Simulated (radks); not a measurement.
Task: Hf29+, configuration [Kr] 4d7. All-electron calculation, non-relativistic Kohn-Sham, TPSS, spin-polarised, spherical densities, point nucleus; open shells are filled with parallel spins first (spin-orbit coupling, left out, can overturn this in heavy ions); meta-GGA in the generalised Kohn-Sham scheme; relativity is left out, which matters for an element this heavy. Program: a radial shooting solver on a logarithmic mesh with Libxc functionals. Some entries of the table are withheld. Estimate them.

orbital,occ.,eigenvalue (eV),<1/r> (bohr^-1)
1s down,1,-61287.73,71.47
1s up,1,-61287.72,71.47
2s up,1,-10890.07,16.73
2s down,1,-10887.13,16.73
2p up,3,-10464.25,16.76
2p down,3,-10462.07,16.76
3s up,1,-3266.011,6.464
3s down,1,-3265.068,6.466
3p up,3,-3072.981,6.406
3p down,3,-3071.755,6.407
3d up,5,-2716.488,6.312
3d down,5,-2714.073,6.311
4s up,1,-1365.165,3.049
4s down,1,-1358.215,3.044
4p up,3,-1282.176,2.986
4p down,3,-1275.202,2.981
4d up,5,-1133.726,(1)
4d down,2,-1126.708,(2)

Result: 
(1) 4d up <1/r> (bohr^-1): 2.864
(2) 4d down <1/r> (bohr^-1): 2.860
